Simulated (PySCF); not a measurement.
Unknown compound

The spectra below were simulated for a compound C8H13NSi.

$^{1}$H NMR (500 MHz, computed): δ 8.66 (d, 2H), 7.13 (d, 2H), 0.27 (s, 9H).

$^{13}$C{$^{1}$H} NMR (computed): δ 152.3 (CH), 151.1 (C), 131.1 (CH), -1.5 (CH3).

Rapidly exchanging positions averaged, single conformer, non-relativistic, no solvent. Structure optimised with PBE0-D3(BJ)/def2-SVP; shieldings: GIAO PBE/pcSseg-1; PySCF.

Referencing at the same level of theory: $^{1}$H, $^{13}$C against TMS.

Propose a structure and justify it.

Answers


- The formula gives 4 degrees of unsaturation (1 ring in the answer).
- 4 carbon signals for 8 carbons: some carbons are equivalent by symmetry or fast rotation.
- Carbon types of the structure: 1 × C, 4 × CH, 3 × CH3, which accounts for all hydrogens.
- δC 152.3: aromatic CH next to a ring nitrogen; the adjacent pyridine-type nitrogen withdraws density from it.
- δC 151.1: substituted aromatic carbon.
- δC 131.1: aromatic CH; the aromatic region.
- δC -1.5: methyl carbon bonded to Si; an electropositive neighbour leaves it electron-rich and shielded.
- δH 8.66: hydrogen on an aromatic CH next to a ring nitrogen; ring current plus the neighbouring ring nitrogen.
- δH 7.13: hydrogen on an aromatic CH; it sits in the deshielding region of the aromatic ring current.
- δH 0.27: hydrogen on a methyl carbon bonded to Si; an electropositive neighbour shields it, as in TMS itself.

The compound is SMILES C[Si](C)(C)c1ccncc1.

The shifts were computed for this structure.

Shifts are as computed. Against solution values, carbons near 30 ppm lie about +2 ppm off and those near 130 ppm about +2 ppm. Of 1211 compounds with measured shifts, 218 miss one by over three times the rms of a fit or turn the order of signals round; such compounds aren't used in these exercises. No couplings were computed; multiplicities are counted from neighbouring protons, with m where these are inequivalent, close in shift, in a saturated or five-membered ring or joined by F or P, and br s for small geminal =CH2 splittings.
